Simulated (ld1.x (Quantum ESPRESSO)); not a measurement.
# An all-electron radial function and its pseudo partner (rubidium)

Columns: radius, all-electron u(r) and pseudo u(r) of the 5s shell (level -2.18 eV) of rubidium in the configuration [Ar] 3d10 4s2 4p6 5s1 5p0; Wu–Cohen, scalar-relativistic, ultrasoft scheme, ld1.x (Quantum ESPRESSO) 7.5.

| r (bohr) | all-electron | pseudo |
| --- | --- | --- |
| 0.173 | -0.0407 | -0.1613 |
| 0.345 | 0.1108 | -0.3022 |
| 0.518 | 0.0611 | -0.4079 |
| 0.690 | -0.0611 | -0.4667 |
| 0.862 | -0.1547 | -0.4761 |
| 1.035 | -0.1953 | -0.4398 |
| 1.208 | -0.1890 | -0.3674 |
| 1.380 | -0.1501 | -0.2725 |
| 1.553 | -0.0916 | -0.1676 |
| 1.725 | -0.0244 | -0.0654 |
| 1.898 | 0.0452 | 0.0275 |
| 2.070 | 0.1120 | 0.1066 |
| 2.242 | 0.1736 | 0.1730 |
| 2.415 | 0.2291 | 0.2292 |
| 2.588 | 0.2775 | 0.2775 |
| 2.760 | 0.3187 | 0.3187 |
| 2.932 | 0.3535 | 0.3535 |
| 3.105 | 0.3824 | 0.3824 |
| 3.278 | 0.4061 | 0.4061 |
| 3.450 | 0.4251 | 0.4251 |
| 3.623 | 0.4401 | 0.4401 |
| 3.795 | 0.4516 | 0.4516 |
| 3.968 | 0.4603 | 0.4603 |
| 4.140 | 0.4664 | 0.4664 |
| 4.312 | 0.4701 | 0.4701 |
| 4.485 | 0.4716 | 0.4716 |

How many radial nodes do the two functions have?

The all-electron 5s function has n − l − 1 = 4 (the table is too coarse to show those close to the nucleus); the pseudo-wave has 1, since 1 lower shell of the same l stays in the valence.

At about which radius was the pseudo-wave matched?

2.60 bohr. The columns agree to 0.0005 from 2.42 bohr on; several derivatives are matched, so the curves merge somewhat inside the radius.

Is the pseudo-wave norm-conserving?

No, it belongs to an ultrasoft set: the norm inside the radius is not constrained, and the difference is carried by the augmentation charge.
